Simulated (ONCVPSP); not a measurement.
# Pseudopotentials across the periodic table

Generated with ld1.x 7.5 (TM, RRKJ, ultrasoft, PAW), atompaw 4.2 or ONCVPSP 4.0.1. The cutoff is in Ry: for ld1.x and atompaw files where the sum of valence levels is converged to 10 mRy in a Bessel basis, for ONCV files where the hardest occupied wave has 1 mHa per electron of residual kinetic energy. The error is the largest all-electron minus pseudo excitation energy over each file’s own four to seven test configurations (ionisations up to +4, promotions, holes and added fractions of an electron), all of which were solved. The labels leave out finer settings (local radius, basis sizes, second energies), which also bear on the numbers. Spin-polarised tests are not counted. The rows are a selection from randomly drawn settings: files with unsolved tests, undetermined cutoffs or missed reference levels are left out.

A true bound ghost makes a file unfit for plane-wave use even where its test errors are small: the radial tests pick states by their node count and pass the ghost by.

| element | potential | cutoff (Ry) | largest error (meV) | bound ghosts |
| --- | --- | --- | --- | --- |
| Sc | ONCV, PBE, scalar-relativistic, rc 2.35/1.85/1.55 (spd), local smoothed, core correction yes, reference 3p6 3d1 4s1, qcut 2.2/7.2/12.1, projectors 3/2/2 | 85 | +130 | s |
| Mo | ONCV, PBE, fully relativistic, rc 1.55/1.70/1.55 (spd), local d, core correction yes, reference 4s2 4p6 4d4 5s2, qcut 8.7/7.4/5.8, projectors 3/2/0 | 50 | -3.5 | none |
| Rh | ONCV, PBE, scalar-relativistic, rc 1.40/1.30/1.55 (spd), local smoothed, core correction no, reference 4s2 4p6 4d7, qcut 8.1/12.3/9.4, projectors 2/2/2 | 93 | -4.6 | s |
| Pb | ONCV, PBE, scalar-relativistic, rc 1.70/2.20/1.70 (spd), local smoothed, core correction yes, reference 5d10 6s1.75 6p2.25, qcut 3.4/3.2/8.4, projectors 2/2/3 | 67 | -9.1 | s |
| Bi | ONCV, PBE, scalar-relativistic, rc 1.50/1.45/1.95/1.75 (spdf), local smoothed, core correction no, reference 5s2 5p6 5d10 6s2 6p3, qcut 10.5/12/7.1/6.1, projectors 2/2/2/3 | 87 | -531 | p, f |

Q: Fill in the row for S: ONCV, PBE, scalar-relativistic, rc 1.55/1.60 (sp), local s, core correction no, reference 3s2 3p3.75, qcut 5/4.8, projectors 0/1.

A: cutoff 23 Ry, largest error +15 meV, bound ghosts: none.
